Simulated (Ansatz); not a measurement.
Ansatz (a quantum-chemistry and plane-wave program) input (CCSD(T)/aug-cc-pVDZ):

Ansatz 0.2 input:
```yaml
crystal:
  periodic: [false, false, false]
  atoms:
    - {symbol: O, position_ang: [-1.38678678, 0.65845662, -0.05996264]}
    - {symbol: Se, position_ang: [0.03653741, -0.32252395, 0.02336881]}
    - {symbol: O, position_ang: [1.23150280, 0.71227016, -0.03935481]}
basis:
  gaussian:
    orbitals: aug-cc-pVDZ
total_charge: 1
magnetization: {spin_polarized: true, initial_magnetization: 1}
correlation: {method: ccsd_t, electrons: outside_noble_gas}
output: {forces: true}
```

Output:

```
Functional definition: HF
integrals: 0.12 GiB planned
847 factors; integrals over basis functions are off by at most 4.2e-4 eV
mean field: 0.30 GiB planned
mean field evaluation 1: about -69348.7883 eV, gradient 5.3e1 eV
mean field evaluation 2: about -69348.7911 eV, gradient 5.3e1 eV
mean field evaluation 4: about -69361.4811 eV, gradient 7.8e0 eV
mean field evaluation 8: about -69362.6821 eV, gradient 2.3e0 eV
mean field evaluation 16: about -69364.1697 eV, gradient 2.5e0 eV
mean field evaluation 32: about -69364.4972 eV, gradient 6.5e-2 eV
mean field evaluation 64: about -69363.9284 eV, gradient 2.1e-1 eV
mean field evaluation 96: about -69362.2923 eV, gradient 6.2e-3 eV
mean field evaluation 128: about -69362.7139 eV, gradient 1.1e1 eV
mean field evaluation 160: about -69364.4260 eV, gradient 3.5e-1 eV
mean field evaluation 192: about -69362.7139 eV, gradient 1.1e1 eV
mean field evaluation 224: about -69360.7932 eV, gradient 1.3e1 eV
mean field evaluation 256: about -69363.8620 eV, gradient 1.8e-2 eV
mean field evaluation 288: about -69363.8619 eV, gradient 7.1e-3 eV
mean field evaluation 320: about -69363.1279 eV, gradient 4.2e-4 eV
mean field evaluation 352: about -69363.8843 eV, gradient 8.6e-1 eV
mean field evaluation 384: about -69364.2938 eV, gradient 8.7e-3 eV
mean field evaluation 416: about -69363.1242 eV, gradient 2.5e-3 eV
mean field evaluation 448: about -69363.5968 eV, gradient 1.7e0 eV
mean field evaluation 480: about -69364.4997 eV, gradient 2.1e-2 eV
mean field evaluation 512: about -69357.6434 eV, gradient 1.8e1 eV
mean field evaluation 544: about -69362.2955 eV, gradient 2.9e0 eV
mean field evaluation 576: about -69363.0994 eV, gradient 6.7e-1 eV
mean field evaluation 608: about -69362.8171 eV, gradient 6.2e-4 eV
mean field evaluation 640: about -69359.8904 eV, gradient 7.8e0 eV
mean field evaluation 672: about -69363.1251 eV, gradient 2.4e-1 eV
mean field evaluation 704: about -69357.2419 eV, gradient 6.5e-4 eV
mean field evaluation 736: about -69363.8094 eV, gradient 1.5e0 eV
mean field evaluation 768: about -69364.2901 eV, gradient 2.3e-2 eV
mean field evaluation 800: about -69363.1279 eV, gradient 1.6e-2 eV
mean field evaluation 832: about -69363.9201 eV, gradient 5.7e-1 eV
mean field evaluation 864: about -69363.1242 eV, gradient 5.0e-4 eV
mean field evaluation 896: about -69363.0848 eV, gradient 2.6e-2 eV
mean field evaluation 928: about -69362.1556 eV, gradient 8.9e-1 eV
mean field evaluation 960: about -69362.0363 eV, gradient 6.0e-1 eV
mean field evaluation 992: about -69359.6107 eV, gradient 5.6e0 eV
mean field evaluation 1024: about -69363.9264 eV, gradient 5.7e-1 eV
mean field evaluation 1056: about -69363.1568 eV, gradient 1.0e-2 eV
mean field evaluation 1088: about -69363.1299 eV, gradient 6.8e-1 eV
mean field evaluation 1120: about -69363.1242 eV, gradient 1.1e-3 eV
mean field evaluation 1152: about -69363.9350 eV, gradient 1.5e-2 eV
mean field evaluation 1184: about -69361.1067 eV, gradient 1.2e-2 eV
mean field evaluation 1216: about -69362.5919 eV, gradient 1.9e-2 eV
mean field evaluation 1248: about -69364.4990 eV, gradient 1.7e-1 eV
mean field evaluation 1280: about -69364.3183 eV, gradient 2.9e0 eV
mean field evaluation 1312: about -69362.2331 eV, gradient 1.5e0 eV
mean field evaluation 1344: about -69363.1151 eV, gradient 5.4e-1 eV
mean field evaluation 1376: about -69354.2407 eV, gradient 2.9e1 eV
mean field evaluation 1408: about -69363.3610 eV, gradient 1.9e0 eV
mean field evaluation 1440: about -69360.3975 eV, gradient 5.4e0 eV
mean field evaluation 1472: about -69362.7986 eV, gradient 9.9e-4 eV
mean field evaluation 1504: about -69364.4996 eV, gradient 4.7e-2 eV
mean field evaluation 1536: about -69363.1209 eV, gradient 2.4e-1 eV
mean field evaluation 1568: about -69363.8856 eV, gradient 1.2e-1 eV
mean field evaluation 1600: about -69362.4789 eV, gradient 1.5e0 eV
mean field evaluation 1632: about -69363.9350 eV, gradient 2.5e-3 eV
mean field evaluation 1664: about -69361.1032 eV, gradient 2.2e-2 eV
mean field -69364.49972274 eV, -2549.0983478642 hartree, gradient 1.9e-6 eV, S^2 1.336887; 28 other end points of the search recorded, 0 dependent functions left out
determinant -69364.49972274 eV, -2549.0983478642 hartree, with singles and doubles -69377.24585622 eV, -2549.5667596298 hartree
determinant -69364.41033973 eV, -2549.0950630991 hartree, with singles and doubles -69377.52954920 eV, -2549.5771851544 hartree
determinant -69364.29385171 eV, -2549.0907822433 hartree, with singles and doubles -69377.51344732 eV, -2549.5765934213 hartree
determinant -69363.93501636 eV, -2549.0775952873 hartree, with singles and doubles -69376.71498443 eV, -2549.5472504516 hartree
determinant -69363.89710631 eV, -2549.0762021186 hartree, with singles and doubles -69376.72553961 eV, -2549.5476383473 hartree
determinant -69363.88634317 eV, -2549.0758065805 hartree, with singles and doubles -69377.63962750 eV, -2549.5812304573 hartree
determinant -69363.86193967 eV, -2549.0749097685 hartree, with singles and doubles -69376.95320432 eV, -2549.5560048711 hartree
determinant -69363.15683126 eV, -2549.0489975125 hartree, with singles and doubles -69375.03113819 eV, -2549.4853702434 hartree
determinant -69363.12787938 eV, -2549.0479335507 hartree, with singles and doubles -69375.55991277 eV, -2549.5048023508 hartree
determinant -69363.12419504 eV, -2549.0477981536 hartree, with singles and doubles -69375.02132222 eV, -2549.4850095133 hartree
determinant -69363.08486954 eV, -2549.0463529679 hartree, with singles and doubles -69374.95667125 eV, -2549.4826336339 hartree
determinant -69362.81709854 eV, -2549.0365125651 hartree, with singles and doubles -69374.61850441 eV, -2549.4702062317 hartree
determinant -69362.79862839 eV, -2549.0358337998 hartree, with singles and doubles -69376.93430087 eV, -2549.5553101821 hartree
determinant -69362.59188154 eV, -2549.0282359930 hartree, with singles and doubles -69374.37346064 eV, -2549.4612010395 hartree
determinant -69362.29230447 eV, -2549.0172267390 hartree, with singles and doubles -69376.84985081 eV, -2549.5522066993 hartree
determinant -69361.10666750 eV, -2548.9736553840 hartree, with singles and doubles -69374.16425230 eV, -2549.4535127746 hartree
determinant -69364.49972274 eV, -2549.0983478642 hartree, with singles and doubles -69377.31893555 eV, -2549.5694452458 hartree
determinant -69364.41033973 eV, -2549.0950630991 hartree, with singles and doubles -69377.63090085 eV, -2549.5809097591 hartree
determinant -69364.29385171 eV, -2549.0907822433 hartree, with singles and doubles -69377.61753267 eV, -2549.5804184876 hartree
determinant -69363.88634317 eV, -2549.0758065805 hartree, with singles and doubles -69377.65459923 eV, -2549.5817806584 hartree
16 core orbitals not correlated
reference -69363.88634317 eV, -2549.0758065805 hartree; 9, 8 occupied and 57, 58 virtual orbitals, 847 factors
densities: 0.48 GiB planned
second order -13.54032846 eV of doubles, -0.00000000 eV of singles
coupled cluster: 0.37 GiB planned
cycle   1  -13.76825804 eV  change   -2.0e-6 eV  update   1.1e-5
cycle   2  -13.76825726 eV  change    7.8e-7 eV  update   3.8e-6
cycle   3  -13.76825866 eV  change   -1.4e-6 eV  update   3.4e-6
cycle   4  -13.76825916 eV  change   -5.0e-7 eV  update   1.9e-6
coupled cluster: 0.37 GiB planned
perturbative correction -0.70056167 eV, -0.0257451667 hartree
the calculation of the forces begins
Total energy: -69378.35516400 eV, -2549.6075259388 hartree
Atom 0 at    -1.386787     0.658457    -0.059963 Å, force    -0.919301     0.596716    -0.051189 eV/Å
Atom 1 at     0.036537    -0.322524     0.023369 Å, force    -0.661894    -1.922042     0.131049 eV/Å
Atom 2 at     1.231503     0.712270    -0.039355 Å, force     1.581195     1.325326    -0.079860 eV/Å
Dipole moment:    -0.140885    -0.431951     0.029525 e Å
```
